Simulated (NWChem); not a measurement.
The numbers come from NWChem runs, not from measurements. System: H$_{2}$BCl, charge 0, spin multiplicity 1, at a geometry optimised with PBE0/def2-SVP. The structure started from a generated list of species. Level: TD-B3LYP/6-31G* (spherical d), VWN1-RPA local correlation.

The NWChem input:

```
start mol
memory heap 200 mb stack 900 mb global 1100 mb
geometry units angstroms nocenter noautoz noautosym
  B      0.000000     0.000000     1.183901
  H     -1.060130     0.000000     1.752480
  H      1.060130     0.000000     1.752480
  Cl     0.000000     0.000000    -0.554380
end
basis spherical
  * library 6-31g*
end
dft
  xc b3lyp
  semidirect memsize 60000000 filesize 0
  iterations 100
end
tddft
  rpa
  nroots 10
  notriplet
end
task tddft energy
```

Output (cleaned and shortened):

```
             Northwest Computational Chemistry Package (NWChem) 7.3.0
             --------------------------------------------------------

                                NWChem Input Module
                                -------------------

 Scaling coordinates for geometry "geometry" by  1.889725989
 (inverse scale =  0.529177249)

                             Geometry "geometry" -> ""
                             -------------------------

 Output coordinates in angstroms (scale by  1.889725989 to convert to a.u.)

  No.       Tag          Charge          X              Y              Z
 ---- ---------------- ---------- -------------- -------------- --------------
    1 B                    5.0000     0.00000000     0.00000000     1.18390100
    2 H                    1.0000    -1.06013000     0.00000000     1.75248000
    3 H                    1.0000     1.06013000     0.00000000     1.75248000
    4 Cl                  17.0000     0.00000000     0.00000000    -0.55438000

 Effective nuclear repulsion energy (a.u.)      37.6114870690

            Nuclear Dipole moment (a.u.)
            ----------------------------
        X                 Y               Z
 ---------------- ---------------- ----------------
     0.0000000000     0.0000000000     0.0000094486


 Summary of "ao basis" -> "" (spherical)
 ------------------------------------------------------------------------------
       Tag                 Description            Shells   Functions and Types
 ---------------- ------------------------------  ------  ---------------------
 *                           6-31g*                   on all atoms

                                 NWChem DFT Module
                                 -----------------

 Summary of "ao basis" -> "ao basis" (spherical)
 ------------------------------------------------------------------------------
       Tag                 Description            Shells   Functions and Types
 ---------------- ------------------------------  ------  ---------------------
 B                           6-31g*                  6       14   3s2p1d
[...]
     Occ.   10  a   ---  Virt.   16  a    0.07282 X
     Occ.   12  a   ---  Virt.   14  a   -0.07647 X
     Occ.   12  a   ---  Virt.   15  a   -0.99028 X
  ----------------------------------------------------------------------------
  Root   8 singlet a              0.435761877 a.u.               11.8577 eV
  ----------------------------------------------------------------------------
     Transition Moments    X  0.00000   Y -0.91467   Z -0.00000
     Transition Moments   XX  0.00000  XY  0.00000  XZ  0.00000
     Transition Moments   YY  0.00000  YZ -1.87768  ZZ -0.00000
     Dipole Oscillator Strength                    0.2430456793
     Electric Quadrupole                           0.0000015535
     Magnetic Dipole                               0.0000028167
     Total Oscillator Strength                     0.2430500495

          sigma_e =   1.4788 Angstrom
          sigma_h =   1.5098 Angstrom
         |d_h->e| =   0.3077 Angstrom
            d_exc =   2.1627 Angstrom
            d_CD1 =   0.3387 Angstrom
            d_CD2 =  -1.1866 Angstrom
            d_CD3 =   2.4704 Angstrom
     Pearson C.C. =  -0.0260

     Occ.    8  a   ---  Virt.   13  a    0.96475 X
     Occ.   11  a   ---  Virt.   14  a    0.17056 X
     Occ.   11  a   ---  Virt.   15  a   -0.18042 X
     Occ.   11  a   ---  Virt.   17  a    0.07226 X
  ----------------------------------------------------------------------------
  Root   9 singlet a              0.449407184 a.u.               12.2290 eV
  ----------------------------------------------------------------------------
     Transition Moments    X  0.00000   Y  0.00000   Z -0.02285
     Transition Moments   XX  0.49259  XY -0.00000  XZ  0.00000
     Transition Moments   YY  0.04428  YZ  0.00000  ZZ  0.69296
     Dipole Oscillator Strength                    0.0001564614
     Electric Quadrupole                           0.0000000533
     Magnetic Dipole                               0.0000000000
     Total Oscillator Strength                     0.0001565147

          sigma_e =   1.9165 Angstrom
          sigma_h =   1.5629 Angstrom
         |d_h->e| =   0.7304 Angstrom
            d_exc =   2.6608 Angstrom
            d_CD1 =   1.0840 Angstrom
            d_CD2 =  -1.0093 Angstrom
            d_CD3 =   3.3913 Angstrom
     Pearson C.C. =  -0.0719

     Occ.    9  a   ---  Virt.   16  a   -0.06574 X
     Occ.   10  a   ---  Virt.   14  a    0.59957 X
     Occ.   10  a   ---  Virt.   15  a    0.09789 X
     Occ.   12  a   ---  Virt.   16  a   -0.78775 X
  ----------------------------------------------------------------------------
  Root  10 singlet a              0.455742804 a.u.               12.4014 eV
  ----------------------------------------------------------------------------
     Transition Moments    X -0.02564   Y  0.00000   Z  0.00000
     Transition Moments   XX  0.00000  XY  0.00000  XZ -0.96723
     Transition Moments   YY -0.00000  YZ  0.00000  ZZ  0.00000
     Dipole Oscillator Strength                    0.0001997001
     Electric Quadrupole                           0.0000004716
     Magnetic Dipole                               0.0000014313
     Total Oscillator Strength                     0.0002016029

          sigma_e =   1.8171 Angstrom
          sigma_h =   1.4544 Angstrom
         |d_h->e| =   0.5361 Angstrom
            d_exc =   2.3932 Angstrom
            d_CD1 =   0.8989 Angstrom
            d_CD2 =  -1.0996 Angstrom
            d_CD3 =   2.9294 Angstrom
     Pearson C.C. =  -0.0044

     Occ.    9  a   ---  Virt.   14  a   -0.99785 X

              Target root =      1
          Target symmetry = none
      Ground state energy =   -486.265508880374
        Excitation energy =      0.185570781779
     Excited state energy =   -486.079938098595

  stored tddft:energy   -486.07993809859488

 Task  times  cpu:       10.4s     wall:       10.4s

 Total times  cpu:       10.4s     wall:       10.4s
```
